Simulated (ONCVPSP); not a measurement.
**Building the ONCV potential for nitrogen (N) (PBE, scalar-relativistic).**

nitrogen (N), optimised norm-conserving Vanderbilt (ONCV), made with ONCVPSP 4.0.1 (PBE, scalar-relativistic). Core [He], reference 2s2 2p1 (charge +2). Waves: 2s: rc 0.80 bohr, ncon 3, nbas 6, qcut 10.4 1/bohr, 2 projectors, debl 2.3 Ha; 2p: rc 2.10 bohr, ncon 4, nbas 9, qcut 8 1/bohr, 2 projectors, debl 0.8 Ha; d scattering state at 0.21 Ha: rc 2.10 bohr, ncon 3, nbas 7, qcut 4.9 1/bohr, 3 projectors, debl 3.5 Ha. Local part: polynomial inside 0.70 bohr (lpopt 5, dvloc0 3 Ha). Core correction: none.

In the p channel the program set the typed energies aside and used -1.379, 0.250 Ha. In the d channel the program set the typed energies aside and used 0.050, 3.550, 7.050 Ha.

All-electron outer shells of the reference configuration (PBE, scalar-relativistic, ld1.x):

```json
{"shell": "1s", "level (eV)": "-423.87", "outermost node (bohr)": "–", "outermost maximum (bohr)": "0.15"}
{"shell": "2s", "level (eV)": "-49.16", "outermost node (bohr)": "0.32", "outermost maximum (bohr)": "0.96"}
{"shell": "2p", "level (eV)": "-37.51", "outermost node (bohr)": "–", "outermost maximum (bohr)": "0.86"}
```

Results:

| Item | Value |
| --- | --- |
| Cutoffs needed | 34 Ha and 42 Ha (the cutoffs (Ha) at which the residual kinetic energy of the hardest occupied pseudo-wave falls to 1 and 0.1 mHa per electron) |
| Ghost test | no bound ghost flagged but for a GHOST(-) flag that falls on a real empty level of the atom; no localised positive-energy state flagged |
| Largest excitation error | +457 meV (all-electron minus pseudo) for 2s2 2p3, out of 4 test configurations |

Generation and tests took about 2.5 s on one core of a shared server CPU.
